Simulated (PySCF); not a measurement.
Species: `C[C@H](F)CO[SH](=O)=O`. The columns A, B, C and D hold Mulliken, IAO, Hirshfeld and ESP-fitted charges (e) of one PBE0/pcSseg-1 density (PySCF), in a shuffled order. Coordinates in Å (GFN2-xTB); the density's dipole moment is (-4.57, 1.57, 1.64) D.

| atom | x | y | z | A | B | C | D |
| --- | --- | --- | --- | --- | --- | --- | --- |
| C1 | -2.158 | -0.018 | 0.674 | -0.261 | -0.554 | -0.119 | -0.443 |
| C2 | -0.854 | 0.474 | 0.072 | +0.081 | +0.299 | +0.061 | +0.171 |
| F3 | -0.715 | -0.055 | -1.202 | -0.343 | -0.257 | -0.104 | -0.339 |
| C4 | 0.367 | 0.048 | 0.884 | +0.038 | +0.017 | -0.008 | -0.087 |
| O5 | 1.546 | 0.604 | 0.347 | -0.525 | -0.393 | -0.132 | -0.593 |
| S6 | 2.248 | -0.263 | -0.797 | +1.087 | +1.060 | +0.527 | +2.092 |
| O7 | 3.572 | 0.217 | -0.947 | -0.489 | -0.495 | -0.302 | -0.859 |
| O8 | 1.991 | -1.647 | -0.587 | -0.518 | -0.496 | -0.290 | -0.870 |
| H9 | -2.984 | 0.230 | 0.012 | +0.140 | +0.183 | +0.054 | +0.164 |
| H10 | -2.126 | -1.096 | 0.803 | +0.128 | +0.160 | +0.051 | +0.154 |
| H11 | -2.322 | 0.455 | 1.637 | +0.121 | +0.145 | +0.054 | +0.154 |
| H12 | -0.856 | 1.563 | -0.064 | +0.118 | +0.058 | +0.043 | +0.144 |
| H13 | 0.279 | 0.403 | 1.913 | +0.146 | +0.119 | +0.062 | +0.167 |
| H14 | 0.458 | -1.044 | 0.865 | +0.161 | +0.104 | +0.039 | +0.164 |
| H15 | 1.549 | 0.137 | -1.919 | +0.116 | +0.051 | +0.062 | -0.020 |

Question: Which column most likely holds the ESP-fitted charges?

Answer: B. Σ q r misses the density's dipole by 0.07 D (B), 1.34 D (A), 1.41 D (C), 1.47 D (D). Charges fitted to the outside potential are the only set here that is tied to the molecule's multipoles.

Question: And the Hirshfeld charges?

Answer: C. The mean sizes are 0.127 e (C), 0.285 e (A), 0.293 e (B), 0.428 e (D), and Hirshfeld charges are commonly the smallest of these schemes.

As computed, A = Mulliken, B = ESP-fitted, C = Hirshfeld, D = IAO. Hydrogens on carbon: Mulliken +0.12 to +0.16, ESP-fitted +0.06 to +0.18, Hirshfeld +0.04 to +0.06, IAO +0.14 to +0.17 e.

The ESP scheme fits charges at the nuclei, held to the total charge, to the electrostatic potential on points at 1.4 to 2.0 times the van der Waals radii. The Hirshfeld scheme divides the density at each point in proportion to the densities of the neutral, spherically averaged free atoms.

Geometry: GFN2-xTB, one conformer, isolated molecule.

The values belong to the conformer `[CH3:1][C@H:2]([F:3])[CH2:4][O:5][SH:6](=[O:7])=[O:8]`: C1–C2–C4–O5 -176°, C2–C4–O5–S6 -88°, C4–O5–S6–O7 -163°.
